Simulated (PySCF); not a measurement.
Electron correlation in Sc¹⁷⁺ (scandium, charge +17)

Starting occupation: [He] 2s2. Calculation: PySCF 2.14, in an uncontracted even-tempered set (17 s from 0.84 bohr⁻², ratio 2.6; 11 p from 1.1 bohr⁻², ratio 2.6; 7 d from 1.1 bohr⁻², ratio 2.8; 4 f from 24 bohr⁻², ratio 2.8); X2C-1e with screened-nucleus spin-orbit coupling, Gaussian nucleus. Frozen: nothing; 4 electrons correlated; the 28 highest virtual spinors left out.

MP2 pair energies summed by pair of shells (mhartree):

```tsv
pair	energy	share (%)
2s1/2-2s1/2	-137.36	70.6
1s1/2-1s1/2	-42.10	21.6
1s1/2-2s1/2	-15.10	7.8
```

Total MP2 correlation energy: -194.56 mhartree.

The virtual space was cut to 50 spinors, which keep -181.92 of the -194.56 mhartree of MP2 correlation.

```tsv
level	correlation energy (mhartree)
CCSD	-285.76
(T)	-0.55
CCSD(T)	-286.31
```

Diagnostics: T1 = 0.0011, largest double amplitude 0.141.

Cost of the coupled-cluster step: roughly 8 core-seconds, for 4 occupied and 50 virtual spinors.

Iterations:

```
Init t2, MP2 energy = -0.181921773278793
CCSD nocc = 4, nmo = 54
Init t2, MP2 energy = -0.181921773278793
Init E_corr(GCCSD) = -0.181921773278793
cycle = 1  E_corr(GCCSD) = -0.237554736485147  dE = -0.0556329632  norm(t1,t2) = 0.0554983
cycle = 2  E_corr(GCCSD) = -0.263262418378461  dE = -0.0257076819  norm(t1,t2) = 0.0264575
cycle = 3  E_corr(GCCSD) = -0.285958194999651  dE = -0.0226957766  norm(t1,t2) = 0.0124862
cycle = 4  E_corr(GCCSD) = -0.285416828449733  dE = 0.00054136655  norm(t1,t2) = 0.000721962
cycle = 5  E_corr(GCCSD) = -0.285854025682692  dE = -0.000437197233  norm(t1,t2) = 0.000187779
cycle = 6  E_corr(GCCSD) = -0.285760848990663  dE = 9.3176692e-05  norm(t1,t2) = 5.09658e-05
cycle = 7  E_corr(GCCSD) = -0.28576065669202  dE = 1.92298643e-07  norm(t1,t2) = 4.11897e-08
cycle = 8  E_corr(GCCSD) = -0.285760832084903  dE = -1.75392883e-07  norm(t1,t2) = 9.33938e-08
cycle = 9  E_corr(GCCSD) = -0.285760825026751  dE = 7.05815179e-09  norm(t1,t2) = 2.53791e-09
GCCSD converged
E(GCCSD) = -522.4157122012437  E_corr = -0.285760825026751
```

The coupled-cluster values are those of the cut space; adding the MP2 remainder, -12.64 mhartree, estimates the full space.
